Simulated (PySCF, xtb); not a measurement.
In(Cl)3 cation (Cl3In), SMILES [Cl][In]([Cl])[Cl] (connectivity only; charge and spin as stated), charge +1, multiplicity 2.

Harmonic wavenumbers (cm⁻¹) from xtb with GFN2-xTB at its own minimum, in rising order: 45, 45, 79, 242, 260, 260.

### Question
What does B3LYP-D3(BJ)/def2-SVP (PySCF) give at its own minimum? (Estimate from the structure and the level; the computed values follow.)

### Answer
55, 75, 154, 242, 324, 436. Paired by order, the mean absolute difference is 59 cm⁻¹ and the zero-point energies are 1.3 and 1.8 kcal/mol.
